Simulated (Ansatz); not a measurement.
Computed with Ansatz on PBE0-D4/def2-TZVP structures; ΔE is electronic, products minus reactants. CCSD(T)/CBS adds triple-zeta CCSD(T) − MP2 to the extrapolated MP2 energy (def2 sets, frozen cores). This one scheme is used for every species. Functionals use def2-TZVPP. B3LYP here is the variant with VWN-RPA as its local correlation; programs differ in this. One conformer a species, not always the lowest.

`CCCBS` + `OCCCF` → `COCCCF` + `CCBS`  (substitution at a C–C bond)

`CCCBS`:

```xyz
14

C     1.395    0.544   -0.652
C     0.808   -0.187    0.545
C    -0.604    0.273    0.883
B    -1.800   -0.123   -0.041
S    -1.801   -1.340   -1.338
H     2.399    0.185   -0.889
H     1.465    1.617   -0.453
H     0.775    0.420   -1.544
H     0.815   -1.268    0.363
H     1.460   -0.035    1.410
H    -0.901   -0.107    1.875
H    -0.624    1.364    1.013
H    -2.876    0.376    0.121
H    -0.511   -1.719   -1.291
```

`OCCCF`:

Z-matrix (Å, degrees):
```
C
C 1 1.511
O 1 1.413 2 107.8
H 1 1.100 2 109.5 3 -120.8
H 1 1.097 2 109.6 3 121.3
C 2 1.505 1 113.0 3 178.2
H 2 1.094 1 109.4 3 -59.3
H 2 1.095 1 109.1 3 57.6
H 3 0.959 1 108.6 2 174.3
F 6 1.388 2 110.5 1 63.3
H 6 1.093 2 111.1 1 -177.5
H 6 1.095 2 111.6 1 -55.9
```

`COCCCF`:

```xyz
15

C     1.096   -0.023   -2.069
O     0.179    0.309   -1.064
C     0.686    0.072    0.224
C    -0.357    0.461    1.246
C    -1.615   -0.362    1.117
F    -2.512   -0.008    2.111
H     2.018    0.568   -1.982
H     0.626    0.193   -3.029
H     1.364   -1.088   -2.035
H     0.954   -0.992    0.334
H     1.606    0.654    0.385
H     0.060    0.324    2.248
H    -0.603    1.521    1.132
H    -1.400   -1.430    1.230
H    -2.100   -0.199    0.152
```

`CCBS`:

```xyz
11

C    -1.186    0.151   -0.894
C     0.082   -0.437   -0.276
B     0.423    0.129    1.139
S     2.052    0.545    1.719
H    -1.074    1.221   -1.086
H    -2.042    0.028   -0.226
H    -1.430   -0.330   -1.844
H    -0.067   -1.517   -0.125
H     0.924   -0.352   -0.971
H    -0.430    0.299    1.962
H     2.748    0.263    0.602
```

CCSD(T)/CBS gives +0.43 eV.

Question: Another level gave +0.38 eV. Which?
A. B3LYP/def2-TZVPP
B. HF/def2-TZVPP
C. MP2/def2-TZVPP
D. r2SCAN-D4/def2-TZVPP

Answer: D. r2SCAN-D4 0.38, MP2/def2-TZVPP 0.44, B3LYP 0.29, HF/def2-TZVPP 0.25 eV.

Largest T1 diagnostic among the species: 0.012.

In def2-TZVPP, CCSD(T) changes the Hartree–Fock value by +0.15 eV (the triples alone add +0.01 eV) and MP2 by +0.19 eV. The D4 term adds +0.05 eV with B3LYP and +0.03 eV with PBE0; it sums over pairs of atoms, weighted by their polarisabilities, and B3LYP, whose exchange is more repulsive, gets the larger term.
